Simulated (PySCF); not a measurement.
C₃H₇O (SMILES [CH2]COC), doublet, geometry from GFN2-xTB; BLYP/6-31G* (PySCF).

The PySCF input:
```python
from pyscf import gto, scf, dft

mol = gto.M(
    atom='''
O    -0.048885   -0.672232    0.068074
C    -0.055710    0.727547   -0.056593
C     1.225528   -1.236196   -0.081697
C    -1.414542    1.255894    0.109654
H     0.633942    1.176472    0.692191
H     0.360581    1.020338   -1.045939
H     1.106293   -2.311427    0.033642
H     1.645512   -1.020470   -1.073121
H     1.921438   -0.862872    0.681314
H    -2.222885    0.581822    0.297336
H    -1.585465    2.310522    0.041800
''',
    basis='6-31g*',
    charge=0,
    spin=1,
    verbose=4,
)

mf = dft.UKS(mol)
mf.xc = 'blyp'
mf.grids.atom_grid = (99, 590)
mf.kernel()
```

Question: What does PySCF print? Leave out banner, timings and long lists.

Answer: 
```
PySCF version 2.14.0

[INPUT] verbose = 4
[INPUT] num. atoms = 11
[INPUT] num. electrons = 33
[INPUT] charge = 0
[INPUT] spin (= nelec alpha-beta = 2S) = 1
[INPUT] symmetry False subgroup None
[INPUT] Mole.unit = angstrom
[INPUT] Symbol           X                Y                Z      unit          X                Y                Z       unit  Magmom
[INPUT]  1 O     -0.048885000000  -0.672232000000   0.068074000000 AA   -0.092379261599  -1.270334372169   0.128641216204 Bohr   0.0
[INPUT]  2 C     -0.055710000000   0.727547000000  -0.056593000000 AA   -0.105276642400   1.374864572749  -0.106945270568 Bohr   0.0
[INPUT]  3 C      1.225528000000  -1.236196000000  -0.081697000000 AA    2.315912277986  -2.336071876283  -0.154384955199 Bohr   0.0
[INPUT]  4 C     -1.414542000000   1.255894000000   0.109654000000 AA   -2.673096971695   2.373295701485   0.207216028463 Bohr   0.0
[INPUT]  5 H      0.633942000000   1.176472000000   0.692191000000 AA    1.197976758859   2.223209873219   1.308051415889 Bohr   0.0
[INPUT]  6 H      0.360581000000   1.020338000000  -1.045939000000 AA    0.681399335722   1.928159374486  -1.976538253001 Bohr   0.0
[INPUT]  7 H      1.106293000000  -2.311427000000   0.033642000000 AA    2.090590783523  -4.367963986925   0.063574166283 Bohr   0.0
[INPUT]  8 H      1.645512000000  -1.020470000000  -1.073121000000 AA    3.109567014685  -1.928408818335  -2.027904788519 Bohr   0.0
[INPUT]  9 H      1.921438000000  -0.862872000000   0.681314000000 AA    3.630991585332  -1.630591760556   1.287496864832 Bohr   0.0
[INPUT] 10 H     -2.222885000000   0.581822000000   0.297336000000 AA   -4.200643856404   1.099484233247   0.561883606974 Bohr   0.0
[INPUT] 11 H     -1.585465000000   2.310522000000   0.041800000000 AA   -2.996094630084   4.366253784782   0.078990552007 Bohr   0.0

nuclear repulsion = 126.393997720926
number of shells = 38
number of NR pGTOs = 136
number of NR cGTOs = 70
basis = 6-31g*
ecp = {}

******** <class 'pyscf.dft.uks.UKS'> ********
method = UKS
initial guess = minao
damping factor = 0
level_shift factor = 0
DIIS = <class 'pyscf.scf.diis.CDIIS'>
diis_start_cycle = 1
diis_space = 8
diis_damp = 0
SCF conv_tol = 1e-09
SCF conv_tol_grad = None
SCF max_cycles = 50
direct_scf = True
direct_scf_tol = 1e-13
number electrons alpha = 17  beta = 16
XC library pyscf.dft.libxc version 7.1.2
    S. Lehtola, C. Steigemann, M. J. T. Oliveira, and M. A. L. Marques,  SoftwareX 7, 1–5 (2018)
XC functionals = blyp
    A. D. Becke,  Phys. Rev. A 38, 3098 (1988)
    C. Lee, W. Yang, and R. G. Parr,  Phys. Rev. B 37, 785 (1988)
    B. Miehlich, A. Savin, H. Stoll, and H. Preuss,  Chem. Phys. Lett. 157, 200 (1989)
radial grids:
    Treutler-Ahlrichs [JCP 102, 346 (1995); DOI:10.1063/1.469408] (M4) radial grids

becke partition: Becke, JCP 88, 2547 (1988); DOI:10.1063/1.454033
pruning grids: <function nwchem_prune>
grids dens level: 3
symmetrized grids: False
atomic radii adjust function: <function treutler_atomic_radii_adjust>
User specified grid scheme (99, 590)
small_rho_cutoff = 0
Set gradient conv threshold to 3.16228e-05
tot grids = 357672
init E= -193.737663385422

cycle= 1 E= -193.465804828212  delta_E= 0.272  |g|= 0.48  |ddm|= 2.04
cycle= 2 E= -193.162190174278  delta_E= 0.304  |g|= 0.976  |ddm|= 1.88
cycle= 3 E= -193.563172676533  delta_E= -0.401  |g|= 0.115  |ddm|= 1.46
cycle= 4 E= -193.568354691427  delta_E= -0.00518  |g|= 0.0437  |ddm|= 0.132
cycle= 5 E= -193.569312587492  delta_E= -0.000958  |g|= 0.00665  |ddm|= 0.0475
cycle= 6 E= -193.569336340439  delta_E= -2.38e-05  |g|= 0.00155  |ddm|= 0.00878
cycle= 7 E= -193.569337300346  delta_E= -9.6e-07  |g|= 0.000886  |ddm|= 0.00208
cycle= 8 E= -193.569337743505  delta_E= -4.43e-07  |g|= 0.000172  |ddm|= 0.00106
cycle= 9 E= -193.569337762056  delta_E= -1.86e-08  |g|= 3.62e-05  |ddm|= 0.000248
cycle= 10 E= -193.569337762683  delta_E= -6.27e-10  |g|= 1.97e-05  |ddm|= 6.11e-05
Extra cycle  E= -193.569337762416  delta_E= 2.68e-10  |g|= 3.07e-05  |ddm|= 4.39e-05
converged SCF energy = -193.569337762416  <S^2> = 0.75306599  2S+1 = 2.0030636
```
